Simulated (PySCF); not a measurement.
Correlation energy of Mn⁺ (manganese, charge +1)

[Ar] 3d4 4s1 4p1, one real determinant (an excited configuration). Computed with PySCF 2.14 in x2c-TZVPPall with one added diffuse shell each of s, p, d, f type (7s6p5d3f1g, 80 functions), with scalar relativity by spin-free X2C-1e. Frozen: [Ne]; 14 electrons correlated.

```tsv
level	correlation energy (mhartree)
CCSD	-379.39
(T)	-7.30
CCSD(T)	-386.69
```

Diagnostics: T1 = 0.016, D1 = 0.0792, largest double amplitude 0.026.

The real determinant used has ⟨L²⟩ near 8 against 12 for a pure F term, so it mixes terms.

Cost of the coupled-cluster step: roughly 90 core-seconds, for 14 correlated electrons.

Iterations:

```
CC2 = 0
CCSD nocc = (np.int64(10), np.int64(4)), nmo = (75, 75)
frozen orbitals [[0, 1, 2, 3, 4], [0, 1, 2, 3, 4]]
max_cycle = 100
direct = 0
conv_tol = 1e-08
conv_tol_normt = 1e-06
diis_space = 8
diis_start_cycle = 0
Init t2, MP2 energy = -0.365495858593966
Init E_corr(UCCSD) = -0.365495858623106
cycle = 1  E_corr(UCCSD) = -0.374937493425198  dE = -0.0094416348  norm(t1,t2) = 0.0649993
cycle = 2  E_corr(UCCSD) = -0.38014917860097  dE = -0.00521168518  norm(t1,t2) = 0.0660876
cycle = 3  E_corr(UCCSD) = -0.377636273130261  dE = 0.00251290547  norm(t1,t2) = 0.101796
cycle = 4  E_corr(UCCSD) = -0.378483777926311  dE = -0.000847504796  norm(t1,t2) = 0.0192614
cycle = 5  E_corr(UCCSD) = -0.379509057651404  dE = -0.00102527973  norm(t1,t2) = 0.00705524
cycle = 6  E_corr(UCCSD) = -0.379303608720783  dE = 0.000205448931  norm(t1,t2) = 0.002447
cycle = 7  E_corr(UCCSD) = -0.379325578694033  dE = -2.19699733e-05  norm(t1,t2) = 0.00168128
cycle = 8  E_corr(UCCSD) = -0.379397062579958  dE = -7.14838859e-05  norm(t1,t2) = 0.00092985
cycle = 9  E_corr(UCCSD) = -0.379399457361915  dE = -2.39478196e-06  norm(t1,t2) = 0.00119678
cycle = 10  E_corr(UCCSD) = -0.379392957340583  dE = 6.50002133e-06  norm(t1,t2) = 0.000829913
cycle = 11  E_corr(UCCSD) = -0.379378359498857  dE = 1.45978417e-05  norm(t1,t2) = 0.000341059
cycle = 12  E_corr(UCCSD) = -0.379379797963069  dE = -1.43846421e-06  norm(t1,t2) = 0.000237261
cycle = 13  E_corr(UCCSD) = -0.379381110807045  dE = -1.31284398e-06  norm(t1,t2) = 0.00013464
cycle = 14  E_corr(UCCSD) = -0.379385740693665  dE = -4.62988662e-06  norm(t1,t2) = 5.7286e-05
cycle = 15  E_corr(UCCSD) = -0.379384573551755  dE = 1.16714191e-06  norm(t1,t2) = 1.78296e-05
cycle = 16  E_corr(UCCSD) = -0.379384767442462  dE = -1.93890706e-07  norm(t1,t2) = 1.00621e-05
cycle = 17  E_corr(UCCSD) = -0.379385037881453  dE = -2.70438991e-07  norm(t1,t2) = 3.04032e-06
cycle = 18  E_corr(UCCSD) = -0.379385039892981  dE = -2.01152844e-09  norm(t1,t2) = 2.31226e-06
cycle = 19  E_corr(UCCSD) = -0.379385052718987  dE = -1.28260053e-08  norm(t1,t2) = 4.76983e-06
cycle = 20  E_corr(UCCSD) = -0.379385031347979  dE = 2.13710074e-08  norm(t1,t2) = 1.42792e-06
cycle = 21  E_corr(UCCSD) = -0.379384992639057  dE = 3.87089219e-08  norm(t1,t2) = 8.61429e-07
cycle = 22  E_corr(UCCSD) = -0.379385012565497  dE = -1.99264393e-08  norm(t1,t2) = 4.86581e-07
cycle = 23  E_corr(UCCSD) = -0.379385024494146  dE = -1.19286492e-08  norm(t1,t2) = 1.56877e-07
cycle = 24  E_corr(UCCSD) = -0.379385023571663  dE = 9.2248309e-10  norm(t1,t2) = 7.11045e-08
UCCSD converged
E(UCCSD) = -1157.189890128085  E_corr = -0.3793850235716628
UCCSD(T) correction = -0.00730099398851169
```

The reference is one real determinant that mixes LS terms of this configuration.

This basis was not built for core-valence correlation, so the inner-shell part is incomplete.
